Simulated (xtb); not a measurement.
C5H13O3Si (SMILES C=C[Si](OC)(OC)[OH+]C), charge +1, singlet, at a GFN2-xTB geometry; GFN1-xTB (xtb).

xtb was given this input:
```
$ xtb mol.xyz --gfn 1 --chrg 1 --hess --json

# file mol.xyz
22

C     -0.91641656    -2.31931406    -1.42596907
C     -0.44487032    -1.08248142    -1.54083620
Si    -0.14187058     0.10461714    -0.13032044
O     -0.33569001     1.67625302    -0.34617717
C     -1.43253891     2.52160283    -0.64256663
O     -0.46215718    -0.62438055     1.23946622
C     -0.76285267    -0.33612068     2.59581626
O      1.69171766     0.34802319    -0.03671418
C      2.61661455    -0.73870961     0.01127747
H     -1.15913827    -2.74779489    -0.46854943
H     -1.07673129    -2.94567544    -2.28802493
H     -0.23315791    -0.70945139    -2.53698669
H     -1.07543930     3.54769264    -0.57087791
H     -2.24408831     2.36393058     0.06604461
H     -1.79348234     2.32616212    -1.65136974
H      0.15073766    -0.40440129     3.18617184
H     -1.19016977     0.65943058     2.70052197
H     -1.47717413    -1.08314146     2.93924547
H      2.05388694     1.11726467    -0.49927576
H      2.15128333    -1.52587334     0.59828828
H      2.83322131    -1.11646387    -0.98769197
H      3.53585994    -0.41534689     0.49806016
```

It wrote (shortened):

```
   ID    Z sym.   atoms
    1    6 C      1, 2, 5, 7, 9
    2   14 Si     3
    3    8 O      4, 6, 8
    4    1 H      10-22

           -------------------------------------------------
          |                Calculation Setup                |
           -------------------------------------------------

           -------------------------------------------------
          |                 G F N 1 - x T B                 |
           -------------------------------------------------

          ...................................................
          :                      SETUP                      :
          :.................................................:
          :  # basis functions                  68          :
          :  # atomic orbitals                  67          :
          :  # shells                           45          :
          :  # electrons                        54          :
          :  # halogen bonds                     0          :
          :  max. iterations                   250          :
          :  Hamiltonian                  GFN1-xTB          :
          :  restarted?                      false          :
          :  GBSA solvation                  false          :
          :  PC potential                    false          :
          :  electronic temp.          300.0000000     K    :
          :  accuracy                    1.0000000          :
          :  -> integral cutoff          0.2500000E+02      :
          :  -> integral neglect         0.1000000E-07      :
          :  -> SCF convergence          0.1000000E-05 Eh   :
          :  -> wf. convergence          0.2000000E-04 e    :
          :  Broyden damping             0.4000000          :
          :  net charge                          1          :
          :  unpaired electrons                  0          :
          ...................................................

 iter      E             dE          RMSdq      gap      omega  full diag
   1    -33.5336346 -0.335336E+02  0.769E+00    4.95       0.0  T
   2    -33.5747426 -0.411080E-01  0.461E+00    4.94       1.0  T
   3    -33.5720872  0.265537E-02  0.682E-01    4.92       1.0  T
   4    -33.5727299 -0.642673E-03  0.326E-01    4.89       1.0  T
   5    -33.5782164 -0.548654E-02  0.756E-02    4.93       1.0  T
   6    -33.5784073 -0.190900E-03  0.260E-02    4.92       1.0  T
   7    -33.5784088 -0.146607E-05  0.982E-03    4.92       2.2  T
   8    -33.5784108 -0.203811E-05  0.177E-03    4.92      12.0  T
   9    -33.5784108 -0.266966E-07  0.304E-04    4.92      70.2  T
  10    -33.5784108 -0.148254E-08  0.691E-05    4.92     308.5  T
  11    -33.5784108 -0.449631E-10  0.110E-05    4.92    1937.6  T

   *** convergence criteria satisfied after 11 iterations ***

         :::::::::::::::::::::::::::::::::::::::::::::::::::::
         ::                     SUMMARY                     ::
         :::::::::::::::::::::::::::::::::::::::::::::::::::::
         :: total energy             -33.235083202018 Eh    ::
         :: gradient norm              0.042223185026 Eh/a0 ::
         :: HOMO-LUMO gap              4.919642388502 eV    ::
         ::.................................................::
         :: SCC energy               -33.578410844619 Eh    ::
         :: -> electrostatic           0.149983403977 Eh    ::
         :: repulsion energy           0.352595201340 Eh    ::
         :: dispersion energy         -0.009267558740 Eh    ::
         :: halogen bond corr.         0.000000000000 Eh    ::
         :: add. restraining           0.000000000000 Eh    ::
         :: total charge               1.000000000000 e     ::
         :::::::::::::::::::::::::::::::::::::::::::::::::::::

           -------------------------------------------------
          |                Numerical Hessian                |
           -------------------------------------------------
step length          :   0.00500
SCC accuracy         :   0.30000
[...]

          ...................................................
          :                      SETUP                      :
          :.................................................:
          :  # frequencies                          54      :
          :  # imaginary freq.                       6      :
          :  linear?                             false      :
          :  only rotor calc.                    false      :
          :  symmetry                               c1      :
          :  rotational number                       1      :
          :  scaling factor                  1.0000000      :
          :  rotor cutoff                   50.0000000 cm⁻¹ :
          :  imag. cutoff                  -20.0000000 cm⁻¹ :
          :.................................................:

    mode    ω/cm⁻¹     T·S(HO)/kcal·mol⁻¹    T·S(FR)/kcal·mol⁻¹   T·S(vib)
   ------------------------------------------------------------------------
       1     28.77    -1.76276 (  9.88%)    -1.21989 ( 90.12%)    -1.27353
       2     39.69    -1.57254 ( 28.43%)    -1.12467 ( 71.57%)    -1.25198
       3     75.72    -1.19224 ( 84.03%)    -0.93345 ( 15.97%)    -1.15090
       4    128.52    -0.88491 ( 97.76%)    -0.77678 (  2.24%)    -0.88249
       5    147.88    -0.80482 ( 98.71%)    -0.73525 (  1.29%)    -0.80392
       6    184.68    -0.67995 ( 99.47%)    -0.66942 (  0.53%)    -0.67989
       7    276.55    -0.46360 ( 99.89%)    -0.54983 (  0.11%)    -0.46370
       8    299.76    -0.42285 ( 99.92%)    -0.52596 (  0.08%)    -0.42293
   ------------------------------------------------------------------------

   temp. (K)  partition function   enthalpy   heat capacity  entropy
                                   cal/mol     cal/K/mol   cal/K/mol   J/K/mol
 298.15  VIB  0.493E+04             4741.321     27.467     29.935
         ROT  0.759E+06              888.752      2.981     29.888
         INT  0.374E+10             5630.074     30.448     59.823
         TR   0.176E+28             1481.254      4.968     40.893
         TOT                        7111.3276    35.4163   100.7164   421.3975

       T/K    H(0)-H(T)+PV         H(T)/Eh          T*S/Eh         G(T)/Eh
   ------------------------------------------------------------------------
    298.15    0.113326E-01    0.189272E+00    0.478536E-01    0.141418E+00
   ------------------------------------------------------------------------

         :::::::::::::::::::::::::::::::::::::::::::::::::::::
         ::                  THERMODYNAMIC                  ::
         :::::::::::::::::::::::::::::::::::::::::::::::::::::
         :: total free energy         -33.093664955105 Eh   ::
         ::.................................................::
         :: total energy              -33.235083202019 Eh   ::
         :: zero point energy           0.177939240378 Eh   ::
         :: G(RRHO) w/o ZPVE           -0.036520993464 Eh   ::
         :: G(RRHO) contrib.            0.141418246914 Eh   ::
         :::::::::::::::::::::::::::::::::::::::::::::::::::::
imag cut-off (cm-1) :    5.00
 found            6  significant imaginary frequencies
 writing imag mode distorted coords to xtbhess.xyz
 for further optimization.

           -------------------------------------------------
          | TOTAL ENERGY              -33.235083202019 Eh   |
          | TOTAL ENTHALPY            -33.045811339801 Eh   |
          | TOTAL FREE ENERGY         -33.093664955105 Eh   |
          | GRADIENT NORM               0.042223169033 Eh/α |
          | HOMO-LUMO GAP               4.919642195814 eV   |
           -------------------------------------------------
########################################################################
[WARNING] Runtime exception occurred
-1- hessian_numhess: Hessian on incompletely optimized geometry!
########################################################################

normal termination of xtb
```
